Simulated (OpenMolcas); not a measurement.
5d2 along the 70-electron sequence

| Item | Value |
| --- | --- |
| Program | OpenMolcas 26.06 |
| Method | CASSCF |
| Basis | ANO-RCC-VTZP |
| Scalar Hamiltonian | DKH2, point nucleus |
| Spin-orbit coupling | RASSI with atomic mean-field integrals over the reference wave functions, term energies averaged over their components |

Active space for each ion: 2 electrons in 10 orbitals (5d 6d).

Computed levels in cm-1 above 3F2:

```tsv
Level	Hf2+	Ta3+	W4+	Re5+	Os6+	Ir7+
3F3	3077	4513	6206	8046	10337	12789
3F4	6145	8797	11768	14890	18569	22437
3P0	10944	13123	14829	16510	18027	19820
3P1	12398	15408	18178	21064	24175	27684
3P2	15688	20357	25028	29962	35553	41725
1G4	16408	20685	24669	28877	33534	38870
1S0	34245	42612	49448	56335	63135	71070
weight of 3F in the lowest level (%)	95	94	92	91	89	88
```

Mixed levels, with the weight of the term that names them: Hf2+ 3P2 (66 %), Ta3+ 3P2 (62 %), W4+ 3P2 (60 %), Re5+ 3P2 (58 %), Os6+ 3P2 (56 %), Ir7+ 3P2 (55 %).

Measured, with the error of the calculation in %. Measured levels: W4+ from the list in J. Phys. B 45, 065001 (2012); Os6+, Ir7+ from van het Hof, Joshi, Wyart and Sugar, J. Res. Natl. Inst. Stand. Technol. 100, 687 (1995).

```csv
Level,W4+,Os6+,Ir7+
3F3,,10308 (+0.3),12672 (+0.9)
3F4,11519 (+2.2),,21615 (+3.8)
3P0,12839 (+15.5),15837 (+13.8),17254 (+14.9)
3P1,16331 (+11.3),22098 (+9.4),25221 (+9.8)
3P2,22615 (+10.7),33127 (+7.3),
1G4,22346 (+10.4),31274 (+7.2),36253 (+7.2)
1S0,43110 (+14.7),57710 (+9.4),65022 (+9.3)
```

The fine-structure level 3F4 changes by a factor of 3.65 from Hf2+ to Ir7+. Its fourth root runs 8.85, 9.68, 10.42, 11.05, 11.67, 12.24, with steps per unit of Z of 0.83, 0.73, 0.63, 0.63, 0.57; equal steps would mean a (Z - σ)^4 law with constant σ.

3P0 changes by a factor of 1.81 over the same range, with steps per unit of Z of +2180, +1710, +1680, +1520, +1790 cm-1.

Without dynamic correlation excited terms often stand tens of per cent too high (terms of higher spin than the ground term too low), and those without a measured partner can miss by more than the paired ones. Active for correlation alone: 6d; no level in the range computed is led by a configuration that fills it, so any true level of that kind is missing. Measured partners are found by configuration, term and J. A level has none where our copy of the source lacks it or the pairing is in doubt (some pairs that miss far off the trend of their configuration count as doubtful), and it then counts in no deviation. Levels of configurations outside the active space are missing.
